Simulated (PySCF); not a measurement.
## Gas-phase XPS of `N#CC(C#N)C#N`, computed

Species: C4HN3.
Cartesian coordinates in Å at the PBE0-D3(BJ)/def2-SVP level; atoms count from 1:
```
atom  x, y, z in Å
N1    -1.4267   -1.9230   -0.4414
C2    -0.6695   -1.1485   -0.0421
C3     0.2928   -0.1739    0.4946
C4    -0.2344    1.1974    0.4195
N5    -0.6475    2.2747    0.3842
C6     1.5990   -0.2845   -0.1731
N7     2.6334   -0.3770   -0.6773
H8     0.4450   -0.4129    1.5649
```

The calculation used delta-SCF UKS SCAN, pcX-2 on the ionised atom, pcseg-1 elsewhere, spin-free X2C in PySCF 2.14.0. Vertical ΔSCF values, vacuum level as zero.

Problem. Give the core binding energies atom by atom.

Solution. 
```json
{"atom(s)": "N1/N5/N7", "environment": "nitrile nitrogen", "level": "N 1s", "binding energy (eV)": "406.85", "above the level's lowest (eV)": "0.00", "count": "3"}
{"atom(s)": "C2/C4/C6", "environment": "nitrile carbon", "level": "C 1s", "binding energy (eV)": "294.00", "above the level's lowest (eV)": "0.00", "count": "3"}
{"atom(s)": "C3", "environment": "sp3 carbon next to a nitrile", "level": "C 1s", "binding energy (eV)": "296.05", "above the level's lowest (eV)": "+2.05", "count": "1"}
```

Lowest listed C 1s: C2/C4/C6, bonded to N (triple bond) and C. Highest, 2.05 eV above it: C3, bonded to 3 C and H.

Problem. Give the binding energy of C 1s of C2/C4/C6 in hartree and in kJ/mol.

Solution. 294.00 eV = 10.8043 Eh = 28367 kJ/mol.

The first atom of each set that the bonding makes equivalent was ionised and stands for the set. Geometry: PBE0-D3(BJ)/def2-SVP; no solvent, vibrations or thermal averaging.
